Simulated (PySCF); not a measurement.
GeF₄, SMILES [F][Ge]([F])([F])[F]. Heavy atoms are numbered as in [F:1][Ge:2]([F:3])([F:4])[F:5].

Geometry: PBE0-D3(BJ)/def2-SVP. The isomer is the one that the SMILES or the coordinates give; other isomers of the formula were not compared.

Level of theory: PBE0/pcSseg-1 (PySCF).

GIAO shieldings, no solvent; atoms alike by connectivity are averaged. δ = σ(ref) − σ: ¹⁹F against CFCl3 (σ = 167.2 ppm); ⁷³Ge against GeH4 (σ = 1658.3 ppm), references at their B3LYP-D3(BJ)/def2-TZVP geometries, non-relativistic.

Computed chemical shifts:
```csv
nucleus,atoms,count,δ (ppm)
¹⁹F,F1,4,-170.7
⁷³Ge,Ge2,1,191.4
```
